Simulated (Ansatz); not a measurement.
CH₃BrFGe (`[CH3][Ge]([F])[Br]`) radical, relaxed with UKS PBE0-D4/def2-TZVP in Ansatz from a PBE-D4/def2-SVP geometry. The force threshold is 0.005 eV/Å; the program also tests the step.

Charge 0, multiplicity 2.

Start:

```xyz
7

C    -0.134   -0.496   -0.777
Ge   -0.179    1.037    0.493
F     1.513    1.533    0.664
Br   -0.849    0.235    2.600
H    -1.145   -0.938   -0.850
H     0.208   -0.139   -1.767
H     0.584   -1.232   -0.364
```

(1) How much energy does the relaxation release, and in how many steps? (Estimate.)

(2) Which bonds change most? (An estimate is asked.)

(3) Give the relaxed structure. (An estimate is asked.)

## Answers

(1) The calculation gave: 3.54 kJ/mol, in 6 steps.

(2) The calculation gave: Ge2–Br4 from 2.353 to 2.319 Å; C1–Ge2 from 1.990 to 1.963 Å; Ge2–F3 from 1.772 to 1.746 Å; C1–H6 from 1.107 to 1.089 Å.

(3) The calculation gave: 
```xyz
7

C    -0.132   -0.492   -0.773
Ge   -0.179    1.010    0.489
F     1.484    1.509    0.670
Br   -0.829    0.257    2.583
H    -1.125   -0.932   -0.851
H     0.204   -0.134   -1.746
H     0.577   -1.219   -0.373
```
